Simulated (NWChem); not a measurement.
## CH3BO

SMILES: B.[C-]#[O+]
```xyz
6

B      1.2813     0.3800     0.0000
H      1.7441    -0.0986     1.0226
H      1.7441    -0.0986    -1.0226
H      1.2403     1.5995     0.0000
O     -1.2605    -0.3738     0.0000
C     -0.1752    -0.0520     0.0000
```
Charge 0, spin multiplicity 1.

All runs are NWChem calculations. The geometry was optimised at PBE0/def2-SVP, a minimum by its harmonic frequencies.

Symmetry labels belong to the abelian group Cs used in the runs, with the axes of the coordinates shown; states degenerate in a higher group split over its labels.

The structure started from a generated list of species.

Question: List the lowest 3 singlet excitations that CIS/def2-SVPD gives, with oscillator strengths.

Answer: 
```json
[
 {"state": "1", "symmetry": "a\"", "energy (eV)": "8.21", "wavelength (nm)": "151", "f": "0.000"},
 {"state": "2", "symmetry": "a\"", "energy (eV)": "8.37", "wavelength (nm)": "148", "f": "0.029"},
 {"state": "3", "symmetry": "a'", "energy (eV)": "8.37", "wavelength (nm)": "148", "f": "0.029"}
]
```
